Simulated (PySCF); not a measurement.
C4H6ClF, SMILES C[C@@H](F)/C=C\Cl.

The structure is a stationary point at TPSSh-D3(BJ)/def2-SVP. The structure was generated by enumeration; whether it is a known compound was not checked. The values are those of a single conformer.

Computed with M06-2X/def2-TZVP (PySCF).

Isolated molecule, no solvent.

| Property | Value |
|---|---|
| total energy | -716.04899 hartree |
| highest occupied level | -8.78 eV |
| lowest empty level | 0.42 eV |
| orbital gap | 9.21 eV |
| dipole moment | 1.38 D |
| quadrupole, principal values (traceless, Buckingham form, about the centre of nuclear charge) | -8.94, 0.73, 8.21 D·Å |
| mean static polarisability | 60.5 bohr³ (8.97 Å³) |
| polarisability, principal values | 46.7, 58.3, 76.7 bohr³ |
